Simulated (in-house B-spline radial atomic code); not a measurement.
Values are calculated unless marked as measured or tabulated.
# Making a Troullier-Martins d channel for Rh, r_c = 1.13 bohr

Rh, [Kr] 4d8 5s1, non-relativistic PBE, spherical and spin-unpolarised, from an all-electron radial atomic-structure program (B-spline basis) (atomic units). The all-electron 4d level is ε = -0.231835 hartree, its outermost node lies just inside 0.47 bohr and its outer maximum at 1.13 bohr.

Inside r_c the pseudo-orbital is u(r) = r^3 exp(p(r)), with p = c0 + c2 r² + c4 r⁴ + … + c12 r¹². The seven coefficients follow from p and its first four derivatives at r_c, from zero curvature of the screened potential at the origin, c4 = −c2²/(2l + 5), and from the norm inside r_c. At r_c the all-electron orbital has P = 0.8474487, P' = 0.01661069, the screened potential V = -3.804564, V' = 8.592884, V'' = -24.3207, and the norm inside is Q = 0.3066803.

Problem. What are p, p' and p'' at r_c?

Solution. p = ln(P/r_c^3) = ln(0.8474487/1.4429) = -0.53218. p' = P'/P − 3/r_c = 0.01960 − 2.65487 = -2.63527. The radial equation gives p'' = 2(V − ε) − 2(3) p'/r_c − p'² = -7.14546 − (-13.99256) − 6.94463 = -0.09752. Differentiating, p''' = 2V' + 2(3)p'/r_c² − 2(3)p''/r_c − 2p'p'' = 4.8068, and p'''' = 2V'' − 4(3)p'/r_c³ + 4(3)p''/r_c² − 2(3)p'''/r_c − 2p''² − 2p'p''' = -27.849.

For a trial c2 the five matching conditions are linear in c0, c6, c8, c10 and c12, and c2 is varied until the norm inside r_c equals Q. The root nearest zero gives:

```tsv
n	c_n
0	1.432869
2	-1.854072
4	-0.3819538
6	1.544003
8	-1.469574
10	0.6472029
12	-0.110635
```

Problem. Check c4 and p(r_c), and find the screened pseudopotential at the origin.

Solution. −c2²/9 = -0.381954, as listed. The terms c_n r_c^n are 1.43287, -2.36746, -0.62277, 3.21454, -3.90678, 2.19697, -0.47955, which sum to -0.53218. Inverting the radial equation, V_l(r) = ε + 3 p'/r + (p'' + p'²)/2, so V_l(0) = ε + (2l + 3) c2 = -0.231835 + 7 × (-1.85407) = -13.2103 hartree, finite where the all-electron potential diverges.

Orbitals and screened potentials:

| r (bohr) | P | u | V all-electron | V pseudo |
| --- | --- | --- | --- | --- |
| 0.113 | -0.2168 | 0.005905 | -255.4 | -13.2 |
| 0.282 | -0.3894 | 0.08096 | -63.36 | -12.9 |
| 0.452 | -0.03002 | 0.2636 | -27.24 | -11.64 |
| 0.621 | 0.3828 | 0.4931 | -14.54 | -9.378 |
| 0.791 | 0.6667 | 0.6896 | -8.817 | -7.011 |
| 0.96 | 0.808 | 0.8091 | -5.689 | -5.303 |
| 1.13 | 0.8474 | 0.8474 | -3.805 | -3.805 |

Logarithmic derivatives P'/P at R = 1.43 bohr, for energies E around ε:

```
E − ε (hartree)  all-electron      pseudo
           -0.5      0.260151    0.259333
          -0.25    -0.0587679  -0.0590277
           -0.1     -0.276798   -0.276847
              0     -0.435822   -0.435823
            0.1     -0.607635   -0.607696
           0.25     -0.893732   -0.894183
            0.5      -1.46915    -1.47165
```

Problem. With P(R) = 0.7871231 and a norm of 0.5115201 inside R, what slope in energy does norm conservation fix?

Solution. d(P'/P)/dE = −2 × (norm inside R)/P(R)² = -1.6512 per hartree·bohr at E = ε, for both atoms, since orbital and norm agree at R. Differences over ±0.1 hartree give -1.6542 (all-electron) and -1.6542 (pseudo), which also hold third-order terms. Half a hartree below ε the two curves differ by -0.0008.
